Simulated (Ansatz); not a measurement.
Consider the formal exchange of groups at a C–Si bond: `FC([SiH3])([SiH3])[SiH3]` + CH₄ → `CC(F)([SiH3])[SiH3]` + SiH₄.

Calculated with Ansatz (gas phase, PBE0-D4/def2-TZVP geometries, no zero-point term in ΔE). CBS: MP2 limit from def2 TZ/QZ plus the TZ coupled-cluster correction, frozen cores. This one scheme is used for every species. Functionals use def2-TZVPP. B3LYP here is the variant with VWN-RPA as its local correlation; programs differ in this.

`FC([SiH3])([SiH3])[SiH3]`:

```xyz
14

F    -0.854   -0.593   -1.598
C    -0.214   -0.149   -0.401
Si   -1.437    0.984    0.500
Si    1.353    0.783   -0.915
Si    0.194   -1.690    0.622
H    -0.787    1.461    1.750
H    -2.672    0.231    0.834
H    -1.778    2.145   -0.361
H     0.993    1.950   -1.761
H     2.036    1.251    0.319
H     2.253   -0.123   -1.673
H     0.859   -1.248    1.876
H    -1.055   -2.424    0.950
H     1.108   -2.577   -0.143
```

CH₄:

```xyz
5

C     0.000    0.000    0.000
H     0.237   -0.204   -1.044
H     0.913    0.257    0.536
H    -0.449   -0.885    0.451
H    -0.701    0.832    0.057
```

`CC(F)([SiH3])[SiH3]`:

```xyz
14

C    -0.313   -0.572    1.431
C    -0.437   -0.061    0.008
F    -1.810   -0.107   -0.355
Si    0.475   -1.183   -1.227
Si    0.086    1.762   -0.135
H    -0.675   -1.600    1.512
H    -0.892    0.048    2.122
H     0.732   -0.553    1.752
H     0.258   -0.701   -2.613
H     1.929   -1.156   -0.916
H    -0.036   -2.572   -1.086
H    -0.717    2.572    0.817
H    -0.127    2.248   -1.522
H     1.529    1.875    0.211
```

SiH₄:

```xyz
5

Si    0.000    0.000    0.000
H    -0.445    0.703   -1.230
H    -1.185   -0.506    0.737
H     0.754    0.943    0.864
H     0.876   -1.140   -0.371
```

| level | ΔE (kJ/mol) | difference from CCSD(T)/CBS |
| --- | --- | --- |
| PBE-D4 | 38.6 | 3.1 |
| r2SCAN-D4 | 38.2 | 2.7 |
| PBE0-D4 | 36.9 | 1.4 |
| B3LYP-D4 | 37.0 | 1.5 |
| ωB97X-V | 32.5 | -3.0 |
| ωB97M-V | 35.8 | 0.3 |
| B2PLYP | 32.9 | -2.6 |
| PBE | 35.2 | -0.3 |
| r2SCAN | 37.4 | 1.9 |
| MP2/def2-TZVPP | 35.0 | -0.5 |
| SCS-MP2/def2-TZVPP | 31.9 | -3.6 |
| CCSD/def2-TZVPP | 31.1 | -4.4 |
| HF/def2-QZVPP | 24.0 | -11.5 |
| MP2/def2-QZVPP | 36.7 | 1.2 |
| SCS-MP2/def2-QZVPP | 33.5 | -2.0 |
| HF/CBS(def2) | 24.1 | -11.4 |
| CCSD(T)/CBS | 35.5 | 0 |

Largest T1 diagnostic among the species: 0.013.

The D4 term adds +5.7 kJ/mol with B3LYP and +3.1 kJ/mol with PBE0; it sums over pairs of atoms, weighted by their polarisabilities, and B3LYP, whose exchange is more repulsive, gets the larger term. In def2-TZVPP, CCSD(T) changes the Hartree–Fock value by +8.9 kJ/mol (the triples alone add +1.7 kJ/mol) and MP2 by +11.1 kJ/mol.
